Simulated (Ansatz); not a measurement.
Isolated molecules relaxed with PBE0-D4/def2-TZVP in Ansatz; ΔE leaves out vibrations. CCSD(T)/CBS adds triple-zeta CCSD(T) − MP2 to the extrapolated MP2 energy (def2 sets, frozen cores). This one scheme is used for every species. For Se outer-core shells are correlated without core-valence functions, which leaves a few kJ/mol of doubt a bond. Scalar relativity is left out up to krypton. One conformer a species, not always the lowest.

Consider the formal exchange of groups at the Se–Al bond: `[F][AlH][SeH]` + CH₃OH → `OC[SeH]` + `[F][AlH2]`.

```csv
species,CCSD(T)/CBS(def2) energy (Eh)
`[F][AlH][SeH]`,-2743.83001
CH₃OH,-115.61712
`OC[SeH]`,-2516.31855
`[F][AlH2]`,-343.06661
```

**Question.** Work out ΔE.

**Answer.** ΔE = (-2516.31855) + (-343.06661) − (-2743.83001) − (-115.61712) = 0.06197 Eh = +1.69 eV.

Largest T1 diagnostic among the species: 0.012.

From BLYP to BHLYP (50 % exact exchange), in def2-TZVPP and without D4, ΔE moves by +0.14 eV. In def2-TZVPP, CCSD(T) changes the Hartree–Fock value by −0.12 eV (the triples alone add −0.02 eV) and MP2 by −0.09 eV. Leaving LDA and LC-ωPBE aside and taking each functional with its dispersion term where it has one, the values, not all of them listed here, spread over 0.19 eV, from BLYP-D4 to r2SCAN0-D4. LDA lies −0.03 eV from PBE without D4.
